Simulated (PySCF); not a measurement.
Polarisability and C₆ of Zn (zinc, neutral)

[Ar] 3d10 4s2, closed-shell 1S. All numbers are calculated (PySCF 2.14, the spin-free X2C one-electron Hamiltonian (Gaussian nucleus), in aug-cc-pVDZ-DK (7s6p4d2f, 59 functions)). Coupled (time-dependent) response in atomic units; α is the mean over directions. A double-zeta set is small for polarisabilities.

```
   method  mean α (bohr³)  C₆ (like pair)  S(−4)
      UHF           50.73           398.8   1370
      PBE           37.52           264.8  732.3
     PBE0           40.17           290.1  843.1
BHandHLYP           41.25           299.4  895.9
```

S(−4) is the Cauchy moment in α(ω) = α(0) + S(−4) ω² + …

Reference α: 38.67 ± 0.3 bohr³ (recommended; Schwerdtfeger and Nagle, table of static dipole polarizabilities (2023 update)). Published C₆: 284.0 (Chu and Dalgarno (2004); Tang, Norbeck and Certain (1976)).

Hartree-Fock lies above the reference because it lacks correlation, which contracts the outer shell.

α(iu) at PBE0:

| u (hartree) | α(iu) (bohr³) |
| --- | --- |
| 0 | 40.17 |
| 0.0500 | 38.18 |
| 0.100 | 33.34 |
| 0.200 | 22.64 |
| 0.300 | 15.32 |
| 0.500 | 8.243 |
| 0.750 | 4.866 |
| 1.00 | 3.377 |
| 1.50 | 2.059 |
| 2.00 | 1.450 |
| 3.00 | 0.8604 |
| 5.00 | 0.4202 |

A single London oscillator, α(iu) = α/(1 + u²/ω²), gives C₆ = (3/4) ω α². Matching the computed C₆ needs ω = 4 × 290.1 / (3 × 40.17²) = 0.240 hartree.
